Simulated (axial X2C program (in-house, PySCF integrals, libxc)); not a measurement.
**Which functional? An output for GaI⁺**

An SCF output computed with an axial X2C code built on PySCF integrals for GaI⁺ at 2.599 Å, two-component, state Ω = 1/2, I dyall-cv3z [11s12p8d4f1g], Ga dyall-cv3z [9s9p7d4f1g] (cores contracted in-house), without its first line:

```
basis functions 232  fitting functions 1254  grid points 5802
iter        total energy     max residual
   1      -9051.167792201     4.10e-01
   2      -9051.205278147     1.27e-02
   3      -9051.206896957     2.60e-02
   4      -9051.207666890     5.70e-03
   5      -9051.207775759     1.32e-03
   6      -9051.207807662     1.63e-03
   7      -9051.207813482     3.44e-04
   8      -9051.207816704     4.55e-04
   9      -9051.207817799     2.96e-04
  10      -9051.207817969     4.93e-05
  11      -9051.207818023     5.24e-05
  12      -9051.207818052     5.27e-05
  13      -9051.207818075     2.05e-05
  14      -9051.207818087     1.27e-05
  15      -9051.207818093     1.42e-05
  16      -9051.207818095     6.32e-06
  17      -9051.207818095     2.15e-06
converged
one-electron -13100.56214529  Coulomb 3974.39388519  exact exchange -254.59555049  xc functional 0.00000000  nuclear repulsion 334.52795596  atomic mean-field constant -4.97196347
```

Question: Which level of theory produced it?
A. HF
B. LDA
C. PBE0

Answer: A. The exact-exchange term against the functional term shows a share of 1 of exact exchange.
